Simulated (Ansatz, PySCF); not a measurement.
Process, species as SMILES: NB(N)N -> [NH-]B(N)N + H+
Structures are relaxed separately at B3LYP-D3(BJ)/def2-TZVP in Ansatz (an electronic-structure program), one conformer each, not searched for the lowest.

Quantity: gas-phase deprotonation energy (electronic energy difference), in kcal/mol. Cores are frozen in the correlated levels unless marked. Spin-orbit coupling is left out. Non-relativistic unless marked X2C. Anions need diffuse functions: aug- sets have them; def2-D sets add few; the other sets have none. CBS(X,Y): correlation extrapolated as X^-3; Hartree-Fock from the larger set. [CCSD(T)-MP2]/basis is that difference in the basis named.

```json
[
 {"level": "HF-D3(BJ)/def2-TZVPD", "program": "PySCF + dftd3", "gas-phase deprotonation energy (kcal/mol)": "___"},
 {"level": "SVWN5/def2-TZVPD", "program": "Ansatz", "gas-phase deprotonation energy (kcal/mol)": "389.1"},
 {"level": "BLYP-D4/def2-TZVPD", "program": "Ansatz + dftd4", "gas-phase deprotonation energy (kcal/mol)": "___"},
 {"level": "B97M-V/def2-TZVPD", "program": "Ansatz", "gas-phase deprotonation energy (kcal/mol)": "397.6"},
 {"level": "PBE0-D3(BJ)/def2-TZVPD", "program": "Ansatz + dftd3", "gas-phase deprotonation energy (kcal/mol)": "399.5"},
 {"level": "r2SCANh/def2-TZVPD", "program": "Ansatz", "gas-phase deprotonation energy (kcal/mol)": "398.7"},
 {"level": "wB97M-V/def2-TZVPD", "program": "Ansatz", "gas-phase deprotonation energy (kcal/mol)": "___"},
 {"level": "B2GP-PLYP/def2-TZVPD", "program": "Ansatz", "gas-phase deprotonation energy (kcal/mol)": "___"},
 {"level": "RPA@PBE/cc-pVTZ", "program": "Ansatz", "gas-phase deprotonation energy (kcal/mol)": "405.5"},
 {"level": "CCSD/cc-pVDZ", "program": "Ansatz", "gas-phase deprotonation energy (kcal/mol)": "412.1"},
 {"level": "X2C-CCSD(T)/cc-pVTZ-DK", "program": "Ansatz", "gas-phase deprotonation energy (kcal/mol)": "403.2"},
 {"level": "RI-MP2/CBS(aug-cc-pVTZ,aug-cc-pVQZ)+[CCSD(T)-MP2]/aug-cc-pVTZ", "program": "Ansatz", "gas-phase deprotonation energy (kcal/mol)": "396.2"}
]
```

Q: Fill in the missing entries.

A: 
- HF-D3(BJ)/def2-TZVPD, gas-phase deprotonation energy (kcal/mol): 410.7
- BLYP-D4/def2-TZVPD, gas-phase deprotonation energy (kcal/mol): 392.2
- wB97M-V/def2-TZVPD, gas-phase deprotonation energy (kcal/mol): 395.0
- B2GP-PLYP/def2-TZVPD, gas-phase deprotonation energy (kcal/mol): 396.7
